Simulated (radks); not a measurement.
Problem. S III, 14 electrons, occupied as [Ne] 3s1 3p2 3d1 (not the ground configuration). All-electron calculation, Dirac Kohn-Sham, PBEsol, spin-unpolarised, spherical densities, finite nucleus; open shells fill j = l - 1/2 first; Fermi nuclear charge, rms radius 3.2611 fm. Program: a radial shooting solver on a logarithmic mesh with Libxc functionals. Some entries of the table are withheld. Estimate them.

orbital,occ.,eigenvalue (eV),<r> (bohr)
1s1/2,2,-2433.225,0.09697
2s1/2,2,-241.0704,0.4784
2p1/2,2,(1),(2)
2p3/2,4,(3),(4)
3s1/2,1,-41.4028,1.558
3p1/2,2,-29.9292,1.728
3p3/2,0,-29.8073,1.733
3d3/2,1,-14.5185,(5)
3d5/2,0,-14.5130,(6)
4s1/2,0,-12.3788,3.885
4p1/2,0,-9.5550,4.486
4p3/2,0,-9.5313,4.496

Solution. 
(1) 2p1/2 eigenvalue (eV): -187.1521
(2) 2p1/2 <r> (bohr): 0.4396
(3) 2p3/2 eigenvalue (eV): -185.8827
(4) 2p3/2 <r> (bohr): 0.4418
(5) 3d3/2 <r> (bohr): 2.260
(6) 3d5/2 <r> (bohr): 2.261
